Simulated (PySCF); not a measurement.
Al(H)(F)(NMe2) (C2H7AlFN), SMILES C[N]([AlH][F])C.

The structure is a stationary point at PBE-D3(BJ)/def2-SVP. One conformer was computed; it need not be the lowest.

These are B3LYP/def2-TZVP run with PySCF values and carry that method's errors.

Symmetry labels are those of the subgroup Cs that the program uses (full group Cs).

Computed valence orbital energies around the gap with their symmetry:
| orbital | symmetry | energy (eV) |
|---|---|---|
| HOMO−7 | A' | -12.13 |
| HOMO−6 | A" | -10.92 |
| HOMO−5 | A' | -10.88 |
| HOMO−4 | A" | -10.67 |
| HOMO−3 | A' | -10.18 |
| HOMO−2 | A' | -9.87 |
| HOMO−1 | A' | -8.92 |
| HOMO | A" | -6.39 |
| LUMO | A" | -0.62 |
| LUMO+1 | A' | -0.18 |
| LUMO+2 | A' | 0.66 |
| LUMO+3 | A' | 1.38 |
